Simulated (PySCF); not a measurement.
## C₆ coefficients of unlike pairs at PBE0

Calculated with PySCF 2.14 from the dipole response of each species, C₆(A,B) = (3/π) ∫ α_A(iu) α_B(iu) du, in atomic units, from isotropic polarisabilities. For ions this is the dispersion term alone; charge-induced terms of lower order in 1/R come first.

| species | configuration | basis | relativity | α (bohr³) | C₆ (like pair) |
| --- | --- | --- | --- | --- | --- |
| O²⁺ | [He] 2s2 2p2 (3P) | x2c-TZVPPall with one added diffuse shell each of s, p, d type (6s4p3d1f) | spin-free X2C | 1.735 | 2.305 |
| Pd⁺ | [Kr] 4d9 (2D) | aug-cc-pVTZ-PP with one added diffuse shell each of s, p, d, f, g type with ECP28MDF (7s7p6d4f3g) | core potential | 11.72 | 71.41 |
| Mn³⁺ | [Ar] 3d4 (5D) | aug-cc-pVQZ (9s8p6d4f3g2h) | none | 1.968 | 4.902 |
| Al | [Ne] 3s2 3p1 (2P) | dyall-av3z (19s12p3d2f) | spin-free X2C | 62.12 | 549.9 |

Task: Estimate C₆ for Al with O²⁺.

Result: The integral gives 26.44. The combination rule 2 C_A C_B / (C_A α_B/α_A + C_B α_A/α_B) gives 25.90 and the geometric mean 35.60.

No spin-orbit coupling is included.

The other pairs:

```tsv
pair	C₆
Mn³⁺, Pd⁺	17.63
Mn³⁺, O²⁺	3.284
Al, Mn³⁺	32.45
Pd⁺, O²⁺	12.71
Al, Pd⁺	162.8
```
